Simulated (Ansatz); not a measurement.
`C[NH][SnH3]` + `CCN` → `CC[NH][SnH3]` + CH₃NH₂ at 298.15 K and 1 bar (ligand exchange at the Sn–N bond).

Calculated with Ansatz (gas phase, PBE0-D4/def2-TZVP geometries, no zero-point term in ΔE). CCSD(T)/CBS adds triple-zeta CCSD(T) − MP2 to the extrapolated MP2 energy (def2 sets, frozen cores). def2 core potentials past Kr. For Sn outer-core shells are correlated without core-valence functions, which leaves a few kJ/mol of doubt a bond. One conformer a species, not always the lowest.

```
       species  CCSD(T)/CBS energy (Eh)  H − E (kJ/mol)  S (J/(mol·K))
 `C[NH][SnH3]`               -310.95876           211.9          324.8
         `CCN`               -135.01652           257.8          271.6
`CC[NH][SnH3]`               -350.22359           289.9          356.0
        CH₃NH₂                -95.75281           180.0          240.4
```

H − E and S are ideal-gas, rigid-rotor, harmonic terms from PBE0-D4/def2-TZVP, for one conformer and one mirror image of each species. 1 Eh = 2625.50 kJ/mol, R = 8.31446 J/(mol·K).

Problem. By hand: ΔE, ΔH, ΔS and ΔG.

Solution. ΔE = (-350.22359) + (-95.75281) − (-310.95876) − (-135.01652) = -0.00112 Eh = -2.9 kJ/mol. Δ(H − E) = 289.9 + 180.0 − 211.9 − 257.8 = 0.2, so ΔH = -2.7 kJ/mol. ΔS = 356.0 + 240.4 − 324.8 − 271.6 = 0.0 J/(mol·K). ΔG = -2.7 − 298.15 × (0.0)/1000 = -2.7 kJ/mol.

Problem. By hand: the equilibrium constant, and the temperature at which ΔG would vanish if ΔH and ΔS stayed fixed.

Solution. log₁₀ K = −ΔG/(RT ln 10) = 0.5. With ΔH or ΔS at zero there is no such temperature.

The number of gas molecules stays the same, so ΔS is small and ΔH decides. The sign of ΔG lies within the doubt. A doubt of 5 kJ/mol in ΔE shifts log₁₀ K by 0.9 here. Other conformers and mirror images would add mixing entropy, several J/(mol·K) or more a flexible species. These are equilibria of isolated gas molecules and say nothing of rates. Largest T1 diagnostic: 0.012 (customary marks: 0.02 for closed shells, 0.045 for open ones).

ΔS is within the doubt of such terms, so its sign, and with it that verdict, could turn.
